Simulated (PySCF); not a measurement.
Coordinates in bohr (charge 0 multiplicity 3):
```
Ti    0.0000    0.0000   -0.3047
O     3.3021   -0.7419    0.2306
O    -3.3021    0.7419    0.2306
H     4.9331   -1.1083    0.8966
H    -4.9331    1.1083    0.8966
```

All numbers come from UPBE0/[Ti def2-TZVP, O def2-TZVP, H def2-TZVP], no relativity, density fitting, PySCF.

This geometry of Ti(OH)2 is a stationary point at this level.

(1) What is the point group?

(2) Is it a minimum?

(3) What are the dipole moment and the gap between the highest occupied and lowest empty levels of either spin?

(4) What is the atomisation energy, with and without zero-point energy?

Answers

(1) C2v.

(2) Yes: all harmonic wavenumbers are real.

(3) 0.58 D and 3.35 eV.

(4) 1847 kJ/mol without, 1781 kJ/mol with.

This need not be the most stable arrangement of these atoms. Open d and f shells are described by one determinant, and the ground state may have another occupation or spin.
